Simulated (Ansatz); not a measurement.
Z-matrix (Å, degrees):
```
C
Al 1 1.949
H 1 1.092 2 111.3
H 1 1.095 2 111.3 3 121.1
H 1 1.095 2 111.0 3 -120.6
Si 2 2.467 1 121.2 3 -178.1
C 2 1.977 1 121.6 3 2.1
H 6 1.494 2 111.6 1 59.3
H 6 1.492 2 113.6 1 180.0
H 6 1.494 2 111.6 1 -59.4
O 7 1.424 2 110.2 1 -0.1
H 7 1.103 2 109.1 1 -122.9
H 7 1.103 2 109.1 1 122.8
H 11 0.961 7 109.0 2 180.0
```

Total charge 0; spin multiplicity 1.

(1) List the PBE0/def2-TZVPP orbital energies in eV (Ansatz 0.2.0). (Best estimate.)

## Answers

(1) Ansatz gave: Occupied: -1801.96, -1527.41, -522.55, -278.78, -277.33, -144.35, -113.31, -99.00, -99.00, -98.98, -73.44, -73.23, -73.19, -28.39, -18.95, -18.48, -14.67, -14.25, -12.21, -11.34, -10.95, -10.92, -9.82, -9.47, -9.45, -7.90, -7.62, -7.10. Lowest empty: -1.35, 0.23, 0.28, 0.93, 1.52, 1.73, 1.95, 2.48.
